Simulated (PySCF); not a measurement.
Cd(tBu)(NH2), SMILES C[C]([Cd][NH2])(C)C (GFN2-xTB optimised geometry):

```
17

Cd     0.397    -1.456     0.000
C     -0.896     0.343     0.000
C     -0.558     1.087    -1.292
C     -2.404     0.119     0.095
C     -0.413     1.161     1.198
H     -1.027     2.077    -1.300
H     -0.920     0.540    -2.167
H      0.524     1.226    -1.385
H     -2.774    -0.457    -0.753
H     -2.670    -0.404     1.013
H     -2.925     1.083     0.097
H     -0.666     0.666     2.141
H      0.672     1.304     1.154
H     -0.883     2.150     1.204
N      2.519    -1.456     0.000
H      2.925    -2.150    -0.629
H      2.874    -1.720     0.922
```

Level of theory: B3LYP/def2-SVP, def2 effective core potentials past Kr (PySCF).

### Question
What are the frontier orbital energies and the dipole moment?

### Answer
HOMO-2 -8.69 eV, HOMO-1 -6.42 eV, HOMO -5.74 eV, LUMO -1.83 eV, LUMO+1 -0.36 eV; dipole moment 1.74 D.

On the same geometry PBE/def2-SVP, def2 effective core potentials past Kr (PySCF) gives HOMO-2 -7.57 eV, HOMO-1 -5.44 eV, HOMO -4.89 eV, LUMO -2.24 eV, LUMO+1 -0.76 eV; dipole moment 1.40 D.
